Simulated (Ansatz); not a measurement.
Process, species as SMILES: [BH2] (BH2) → B atom + 2 H atom
B3LYP-D3(BJ)/def2-TZVP geometries, fixed; electronic energies without zero-point terms.

Energies in hartree at CCSD(T) with Ansatz (a program for electronic structure); the atomisation energy is their sum with the coefficients shown, times 627.509 kcal/mol a hartree. All functions are spherical. Cores are frozen. Open shells are unrestricted. No added dispersion term, no relativity.

```json
[
 {"species": "[BH2] (BH2)", "coefficient": "-1", "part": "Hartree-Fock", "cc-pVDZ": "-25.75291", "cc-pVTZ": "-25.76030", "cc-pVQZ": "-25.76199"},
 {"species": "[BH2] (BH2)", "coefficient": "-1", "part": "correlation", "cc-pVDZ": "-0.08727", "cc-pVTZ": "-0.10274", "cc-pVQZ": "-0.10700"},
 {"species": "B atom", "coefficient": "+1", "part": "Hartree-Fock", "cc-pVDZ": "-24.52996", "cc-pVTZ": "-24.53207", "cc-pVQZ": "-24.53297"},
 {"species": "B atom", "coefficient": "+1", "part": "correlation", "cc-pVDZ": "-0.05945", "cc-pVTZ": "-0.06603", "cc-pVQZ": "-0.06787"},
 {"species": "H atom", "coefficient": "+2", "part": "Hartree-Fock", "cc-pVDZ": "-0.49928", "cc-pVTZ": "-0.49981", "cc-pVQZ": "-0.49995"}
]
```

Predict the atomisation energy in cc-pV5Z (X = 5): let each Hartree-Fock step shrink by the ratio of the last two, and fit each correlation energy at X = 3 and 4 to E + A/X^3. Compare with the run.


- [BH2] (BH2): steps -0.00739 and -0.00169, ratio 0.229, so Hartree-Fock -25.76238 (run: -25.76236); A = (-0.10274 - (-0.10700))/(1/27 - 1/64) = 0.1990, correlation -0.10700 - A/64 + A/125 = -0.10852 (run: -0.10818).
- B atom: steps -0.00211 and -0.00090, ratio 0.427, so Hartree-Fock -24.53335 (run: -24.53312); A = (-0.06603 - (-0.06787))/(1/27 - 1/64) = 0.0859, correlation -0.06787 - A/64 + A/125 = -0.06852 (run: -0.06843).
- H atom: steps -0.00053 and -0.00014, ratio 0.264, so Hartree-Fock -0.49999 (run: -0.49999).
Predicted 168.83 kcal/mol; the run in cc-pV5Z gives 168.81, a miss of 0.03. Keeping the value in cc-pVQZ, 168.33, would miss by -0.48. All sums are of the energies as printed.
